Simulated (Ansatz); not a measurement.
Cost and result for the atomization energy of CH$_{6}$FGeNS (`N[CH2][GeH]([F])[SH]`) (11 atoms, 10 bonds).

Z-matrix (Å, degrees):
```
C
Ge 1 1.957
N 1 1.451 2 109.7
H 1 1.093 2 105.0 3 -117.5
H 1 1.100 2 109.1 3 127.8
S 2 2.208 1 108.1 3 -18.3
F 2 1.746 1 107.1 3 99.0
H 2 1.538 1 117.2 3 -144.3
H 3 1.012 1 111.4 2 70.4
H 3 1.012 1 111.3 2 -169.3
H 6 1.343 2 93.3 1 -152.5
```

Charge 0, multiplicity 1. Correlated methods include outer-core shells of Ge, which these sets cover unevenly. Scalar relativity is left out up to krypton. The structure was optimised at the PBE0-D4/def2-TZVP level. It is one conformer, not always the lowest. Program: Ansatz. Hardware: A = 2 threads of an AMD EPYC 7R13 on a shared host; B = 2 threads of an AMD EPYC 7R13 on a shared host and a share of an NVIDIA H100 80 GB. Times are those of one run each, without the atoms' runs, and a repeat can differ threefold. Electronic energies, without spin–orbit coupling; frozen cores. CCSD(T)/CBS adds CCSD(T) − MP2 in def2-TZVPP to the MP2 limit, and its time is that of the two runs behind it. T1 = 0.011. With those shells the extrapolation isn't a true limit. B3LYP takes the VWN-RPA correlation (the form of Gaussian; ORCA's B3LYP/G).

CCSD(T)/CBS is a level of theory with its own doubt, some kJ/mol a heavy atom from the limit and from the frozen cores, so smaller differences don't rank the functionals.

```tsv
level	functions	wall time
PBE-D4/def2-TZVPP (with forces) [A]	267	4.2 s
CCSD(T)/def2-TZVPP [B]	267	4.6 s
PBE0-D4/def2-TZVPP [A]	267	6 s
MP2/def2-QZVPP [B]	510	6 s
r2SCAN-D4/def2-TZVPP (with forces) [A]	267	7.5 s
B3LYP-D4/def2-TZVPP (with forces) [A]	267	9 s
CCSD(T)/CBS(def2)	–	11 s
B2PLYP/def2-TZVPP [A]	267	11 s
ωB97X-V/def2-TZVPP [A]	267	13 s
ωB97M-V/def2-TZVPP (with forces) [A]	267	19 s
```

Task: What atomization energy does each give, and how far from CCSD(T)/CBS? (Estimate.)

Result: The calculation gave: 
```csv
level,atomization (kcal/mol),difference from CCSD(T)/CBS,per bond
PBE-D4/def2-TZVPP (with forces) [A],900.1,13.8,1.4
CCSD(T)/def2-TZVPP [B],861.5,-24.8,-2.5
PBE0-D4/def2-TZVPP [A],881.6,-4.7,-0.5
MP2/def2-QZVPP [B],888.3,2.0,0.2
r2SCAN-D4/def2-TZVPP (with forces) [A],883.8,-2.5,-0.3
B3LYP-D4/def2-TZVPP (with forces) [A],881.0,-5.3,-0.5
CCSD(T)/CBS(def2),886.3,0.0,0.0
B2PLYP/def2-TZVPP [A],871.6,-14.7,-1.5
ωB97X-V/def2-TZVPP [A],889.8,3.5,0.3
ωB97M-V/def2-TZVPP (with forces) [A],885.5,-0.8,-0.1
```

The D4 term adds +9.5 kcal/mol with B3LYP and +5.0 kcal/mol with PBE0; it sums over pairs of atoms, weighted by their polarisabilities, and B3LYP, whose exchange is more repulsive, gets the larger term. From PBE to PBE0 (25 % exact exchange), in def2-TZVPP and without D4, the atomization energy moves by −17.7 kcal/mol: exact exchange takes away binding that semilocal exchange gives to molecules. In def2-TZVPP, CCSD(T) changes the Hartree–Fock value by +248.6 kcal/mol (the triples alone add +14.7 kcal/mol) and MP2 by +260.7 kcal/mol; breaking electron pairs costs correlation energy, which Hartree–Fock lacks.
